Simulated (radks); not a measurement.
Q: All-electron atom: Ir+ in [Xe] 4f14 5d7 7s1 (not the ground configuration). Method: scalar-relativistic Kohn-Sham, PBE, spin-polarised, spherical densities, finite nucleus; open shells are filled with parallel spins first (spin-orbit coupling, left out, can overturn this in heavy ions); Fermi nuclear charge, rms radius 5.4032 fm; computed with a radial shooting solver on a logarithmic mesh with Libxc functionals. Some entries of the table are withheld. Estimate them.

| orbital | occ. | eigenvalue (hartree) | <1/r> (bohr^-1) |
|---|---|---|---|
| 1s down | 1 | -2797.103 | 92.15 |
| 1s up | 1 | -2797.103 | 92.15 |
| 2s up | 1 | -489.7246 | 21.59 |
| 2s down | 1 | -489.7176 | 21.59 |
| 2p up | 3 | -425.6327 | 19.36 |
| 2p down | 3 | -425.6271 | 19.36 |
| 3s up | 1 | -114.8990 | 8.002 |
| 3s down | 1 | -114.8965 | 8.002 |
| 3p up | 3 | -96.14823 | 7.338 |
| 3p down | 3 | -96.14546 | 7.338 |
| 3d up | 5 | -75.47534 | 6.917 |
| 3d down | 5 | -75.47041 | 6.917 |
| 4s up | 1 | -24.87687 | 3.418 |
| 4s down | 1 | -24.87020 | 3.417 |
| 4p up | 3 | -18.72448 | 3.095 |
| 4p down | 3 | -18.71830 | 3.094 |
| 4d up | 5 | -11.15910 | 2.766 |
| 4d down | 5 | -11.15191 | 2.766 |
| 5s up | 1 | -4.08702 | 1.373 |
| 5s down | 1 | -4.03479 | 1.380 |
| 4f up | 7 | -2.75300 | 2.314 |
| 4f down | 7 | -2.74138 | 2.318 |
| 5p up | 3 | -2.50695 | 1.162 |
| 5p down | 3 | -2.44035 | 1.169 |
| 5d up | 5 | (1) | 0.8022 |
| 5d down | 2 | (2) | 0.7973 |
| 7s up | 1 | -0.20801 | 0.2028 |

A: 
(1) 5d up eigenvalue (hartree): -0.74923
(2) 5d down eigenvalue (hartree): -0.67203
